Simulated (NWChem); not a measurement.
Species: CH2NS, doublet; SMILES N[C]=S

```xyz
5

N      0.1480     1.5855     0.0000
C     -0.4264     0.4052     0.0000
S      0.0394    -1.1217     0.0000
H      1.1623     1.7022     0.0000
H     -0.4109     2.4310     0.0000
```
Atoms are numbered in this order, from 1.

Level: PBE0/def2-SVP, spin-unrestricted (NWChem), optimised geometry, unscaled harmonic frequencies. In the optimisation the excess spin sits in a' (Cs, its own frame).

List the harmonic frequencies with IR intensities, and the thermochemistry.


| frequency (cm⁻¹) | IR intensity (km/mol) |
|---|---|
| 376 | 10.0 |
| 499 | 187.2 |
| 603 | 8.6 |
| 909 | 12.0 |
| 1142 | 1.0 |
| 1548 | 55.9 |
| 1634 | 250.2 |
| 3486 | 7.1 |
| 3666 | 84.8 |

```json
{
 "zero_point_energy": "19.8 kcal/mol",
 "thermal correction to the enthalpy at 298.15 K (with zero-point energy)": "22.7 kcal/mol",
 "heat capacity Cv": "10.6 cal/(mol K)",
 "entropy at 298.15 K and 1 atm (symmetry number 1, electronic part: spin degeneracy alone)": "63.8 cal/(mol K)",
 "dipole_moment": "3.85 D"
}
```

Rigid rotor and harmonic oscillator.
